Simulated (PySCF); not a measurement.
Below is a simulated gas-phase C 1s photoelectron spectrum of `[BH3-][P@+]12CC[C@H](CC1)C2`.

Every computed line was given a Gaussian of 0.5 eV full width at half maximum and an area set by the number of equivalent atoms; the highest printed point is 100. Method used: delta-SCF UKS SCAN, pcX-2 on the ionised atom, pcseg-1 elsewhere, spin-free X2C in PySCF.

(binding energy (eV), intensity): (289.9, 0), (290.0, 0), (290.1, 2), (290.2, 5), (290.3, 14), (290.4, 29), (290.5, 50), (290.6, 74), (290.7, 92), (290.8, 100), (290.9, 95), (291.0, 79), (291.1, 56), (291.2, 34), (291.3, 17), (291.4, 7), (291.5, 2), (291.6, 1), (291.7, 0)

Q: How many maxima does the curve show, and how many computed lines lie under it?

A: The curve has 1 maximum (at 290.8 eV). Under it lie 4 lines from 4 inequivalent carbon sites. At this width some lines have no maximum of their own.

Q: Decompose the envelope and assign each component. Numbering: `[BH3-:1][P@+:2]12[CH2:3][CH2:4][C@H:5]([CH2:6][CH2:7]1)[CH2:8]2`.

A: 
```tsv
position (eV)	relative area	line	atoms	environment
290.65	1	C 1s	C8	sp3 carbon bound to phosphorus
290.69	2	C 1s	C3/C7	sp3 carbon bound to phosphorus
290.93	2	C 1s	C4/C6	ring CH2 carbon
290.98	1	C 1s	C5	sp3 carbon at a ring junction
```

The listed C 1s values span 0.33 eV, from C8 (bonded to C, 2 H and P) to C5 (bonded to 3 C and H). Summing the Pauling electronegativity differences to the bonded atoms, each weighted by its formal bond order, gives -1.06 for the lowest site and -0.35 for the highest; no listed site has a larger sum than the highest. The values 290.65 and 290.69 eV lie too close for their order to be trusted.

Shake-up satellites, vibrational structure and lifetime widths aren't simulated. Atoms equivalent by their bonding share one computed value, that of the first of them. Geometry: PBE0-D3(BJ)/def2-SVP; no solvent, vibrations or thermal averaging.

Time: 2.6 min wall; peak memory 0.70 GiB. Hardware: Arm Neoverse V1, one thread, no GPU, shared host with 64 logical CPUs at a one-minute load of 22.
